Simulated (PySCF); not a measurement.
Record of a relaxation.

Species: 2,3'-bithiophene, C8H6S2.
Bonds: C1–C2 (aromatic), C2–S3 (aromatic), S3–C4 (aromatic), C4–C5, C5–C6 (aromatic), C6–C7 (aromatic), C7–S8 (aromatic), S8–C9 (aromatic), C4–C10 (aromatic), C1–C10 (aromatic), C5–C9 (aromatic). Hydrogens: H11 on C1; H12 on C2; H13 on C6; H14 on C7; H15 on C9; H16 on C10.

Computed by this run: PySCF 2.14.0, PBE0-D3(BJ)/def2-SVP geometry optimisation, gas phase; density fitting, grid level 2; the optimiser is geomeTRIC in internal coordinates, started from a GFN2-xTB structure. The frame can shift and turn from step to step; on so coarse a grid that alone can change the energy by a few meV, and forces under 0.02 eV/Å are noise.

Step 0: E = -30034.1580 eV, largest atomic force 0.673 eV/Å
```
atom  x, y, z in Å  |  force x, y, z in eV/Å
C1     -2.713   -0.753    0.106    0.034  -0.111   0.038
C2     -2.911    0.524   -0.312    0.303   0.420  -0.118
S3     -1.434    1.375   -0.510    0.008  -0.260   0.082
C4     -0.516   -0.020   -0.019   -0.206   0.326  -0.117
C5      0.923    0.031    0.036    0.102   0.119  -0.035
C6      1.689    1.188   -0.295   -0.211  -0.193   0.055
C7      3.021    0.994   -0.168    0.426  -0.475   0.172
S8      3.395   -0.602    0.358   -0.144   0.138  -0.051
C9      1.731   -1.011    0.406    0.510   0.101  -0.007
C10    -1.350   -1.065    0.274   -0.047   0.120  -0.041
H11    -3.511   -1.450    0.289   -0.456  -0.349   0.087
H12    -3.836    1.024   -0.519   -0.598   0.272  -0.116
H13     1.242    2.114   -0.611   -0.171   0.545  -0.182
H14     3.817    1.688   -0.350    0.459   0.472  -0.128
H15     1.444   -1.999    0.706   -0.237  -0.604   0.181
H16    -0.997   -2.027    0.598    0.228  -0.522   0.179
```

Step 1: E = -30034.2203 eV, largest atomic force 0.118 eV/Å
```
atom  x, y, z in Å  |  force x, y, z in eV/Å
C1     -2.762   -0.727    0.093   -0.066  -0.046   0.012
C2     -2.965    0.561   -0.329   -0.035   0.026  -0.011
S3     -1.480    1.397   -0.523    0.014   0.038  -0.011
C4     -0.550    0.017   -0.036   -0.017   0.026  -0.009
C5      0.906    0.079    0.016   -0.029  -0.011   0.002
C6      1.679    1.238   -0.313   -0.015   0.103  -0.034
C7      3.025    1.040   -0.184    0.022   0.047  -0.014
S8      3.379   -0.555    0.339    0.029  -0.026   0.010
C9      1.720   -0.971    0.389   -0.028  -0.070   0.020
C10    -1.388   -1.036    0.260    0.042  -0.104   0.035
H11    -3.574   -1.432    0.279    0.029   0.023  -0.005
H12    -3.910    1.063   -0.536    0.047  -0.011   0.006
H13     1.243    2.187   -0.636    0.018  -0.040   0.014
H14     3.827    1.755   -0.371   -0.027  -0.043   0.013
H15     1.416   -1.973    0.692    0.028   0.049  -0.015
H16    -1.023   -2.011    0.590   -0.013   0.041  -0.013
```

Step 2: E = -30034.2205 eV, largest atomic force 0.051 eV/Å
```
atom  x, y, z in Å  |  force x, y, z in eV/Å
C1     -2.762   -0.729    0.094    0.010   0.021  -0.007
C2     -2.961    0.560   -0.328   -0.047   0.000  -0.002
S3     -1.478    1.398   -0.524   -0.011  -0.041   0.012
C4     -0.552    0.016   -0.035    0.025   0.005  -0.001
C5      0.904    0.080    0.016    0.001  -0.026   0.008
C6      1.677    1.242   -0.314    0.026  -0.039   0.014
C7      3.022    1.040   -0.184    0.015   0.046  -0.014
S8      3.379   -0.555    0.339   -0.014   0.015  -0.006
C9      1.719   -0.970    0.388   -0.026  -0.005   0.000
C10    -1.388   -1.040    0.261    0.012   0.018  -0.005
H11    -3.575   -1.432    0.280    0.000   0.003  -0.001
H12    -3.904    1.064   -0.536   -0.003   0.003  -0.001
H13     1.242    2.190   -0.636    0.003  -0.004   0.002
H14     3.825    1.752   -0.370    0.007  -0.001   0.001
H15     1.417   -1.971    0.691    0.000  -0.001   0.000
H16    -1.023   -2.013    0.591    0.002   0.005  -0.001
```

Step 3: E = -30034.2207 eV, largest atomic force 0.047 eV/Å
```
atom  x, y, z in Å  |  force x, y, z in eV/Å
C1     -2.762   -0.729    0.095    0.009   0.004  -0.001
C2     -2.966    0.559   -0.328    0.026  -0.024   0.009
S3     -1.483    1.397   -0.524    0.013  -0.002   0.001
C4     -0.552    0.018   -0.036   -0.004   0.005  -0.002
C5      0.904    0.082    0.015    0.023   0.001   0.000
C6      1.680    1.242   -0.314   -0.008  -0.009   0.003
C7      3.026    1.041   -0.184   -0.038  -0.028   0.007
S8      3.377   -0.556    0.339    0.010  -0.008   0.003
C9      1.717   -0.970    0.388    0.009   0.032  -0.010
C10    -1.387   -1.038    0.261   -0.018   0.037  -0.012
H11    -3.573   -1.434    0.281   -0.011  -0.009   0.002
H12    -3.910    1.061   -0.535   -0.012   0.006  -0.003
H13     1.247    2.190   -0.635   -0.010   0.015  -0.005
H14     3.830    1.751   -0.369    0.011   0.009  -0.002
H15     1.415   -1.971    0.690   -0.003  -0.017   0.005
H16    -1.020   -2.010    0.591    0.003  -0.012   0.004
```

Step 4: E = -30034.2208 eV, largest atomic force 0.025 eV/Å
```
atom  x, y, z in Å  |  force x, y, z in eV/Å
C1     -2.763   -0.729    0.094    0.010   0.006  -0.001
C2     -2.965    0.559   -0.328   -0.001   0.002  -0.001
S3     -1.481    1.397   -0.524    0.002   0.011  -0.004
C4     -0.551    0.018   -0.036   -0.018  -0.009   0.002
C5      0.905    0.080    0.016   -0.015   0.009  -0.003
C6      1.678    1.241   -0.314    0.010  -0.005   0.003
C7      3.024    1.041   -0.184    0.003   0.007  -0.002
S8      3.379   -0.555    0.338    0.003   0.000   0.000
C9      1.719   -0.971    0.388   -0.005   0.004  -0.002
C10    -1.387   -1.037    0.261    0.002  -0.024   0.008
H11    -3.574   -1.434    0.281    0.003   0.001   0.000
H12    -3.909    1.062   -0.536    0.003   0.002   0.000
H13     1.243    2.189   -0.635    0.000  -0.002   0.001
H14     3.828    1.752   -0.369    0.001  -0.002   0.001
H15     1.418   -1.972    0.690    0.001   0.002  -0.001
H16    -1.021   -2.010    0.591    0.001  -0.002   0.001
```

Step 5: E = -30034.2208 eV, largest atomic force under 0.02 eV/Å
```
atom  x, y, z in Å  |  force x, y, z in eV/Å
C1     -2.762   -0.728    0.095   -0.015  -0.010   0.002
C2     -2.964    0.559   -0.329   -0.005   0.003  -0.001
S3     -1.480    1.396   -0.524   -0.004  -0.002   0.000
C4     -0.552    0.016   -0.036    0.010   0.006  -0.002
C5      0.904    0.080    0.015    0.000  -0.007   0.002
C6      1.678    1.241   -0.314    0.002   0.011  -0.003
C7      3.023    1.042   -0.184    0.005   0.009  -0.002
S8      3.379   -0.554    0.338   -0.001  -0.001   0.000
C9      1.719   -0.970    0.387   -0.004  -0.013   0.003
C10    -1.388   -1.039    0.262    0.004   0.002   0.000
H11    -3.574   -1.433    0.281    0.002   0.002  -0.001
H12    -3.907    1.063   -0.536    0.005  -0.003   0.001
H13     1.242    2.189   -0.635    0.003  -0.004   0.002
H14     3.827    1.753   -0.370   -0.003  -0.004   0.001
H15     1.418   -1.972    0.689    0.002   0.005  -0.002
H16    -1.022   -2.012    0.592   -0.002   0.005  -0.002
```

**Question.** Summarise the path.

**Answer.** The energy falls by 1.45 kcal/mol from step 0 to step 5; nine tenths of that is first reached at step 1. It falls at every step. The largest force goes from 0.673 to under 0.02 eV/Å. Among the bonds C9–H15 changes most (a near tie, within 0.001 Å, with another), from 1.071 to 1.089 Å; the atoms move by 0.028 Å rms after alignment.

What follows is the cost of the whole optimisation. Hardware: an AMD EPYC 9R14 with one thread, on a shared host. Cost: 69 s of wall time, 0.95 GiB resident at most.
